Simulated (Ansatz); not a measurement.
Reaction (formal exchange of groups at the Si–N bond): `OC(O)N[SiH3]` + `CO[SiH2]Cl` → `CO[SiH]([SiH3])Cl` + `NC(O)O`

Computed with Ansatz on PBE0-D4/def2-TZVP structures; ΔE is electronic, products minus reactants. CBS: MP2 limit from def2 TZ/QZ plus the TZ coupled-cluster correction, frozen cores. DFT in def2-TZVPP. B3LYP here is the variant with VWN-RPA as its local correlation; programs differ in this. Each species was taken in one conformer, which may not be the lowest.

```
        level  ΔE (eV)
     B3LYP-D4     0.40
      ωB97X-V     0.41
 HF/CBS(def2)     0.61
MP2/CBS(def2)     0.50
```

(1) What does CCSD(T)/CBS give? (An estimate is asked.)

Largest T1 diagnostic among the species: 0.012.

Results:

(1) Ansatz gave: +0.43 eV. The listed levels differ from it by -0.03, -0.02, 0.18, 0.07 eV.

From PBE to PBE0 (25 % exact exchange), in def2-TZVPP and without D4, ΔE moves by +0.06 eV. In def2-TZVPP, CCSD(T) changes the Hartree–Fock value by −0.16 eV (the triples alone add −0.02 eV) and MP2 by −0.08 eV.
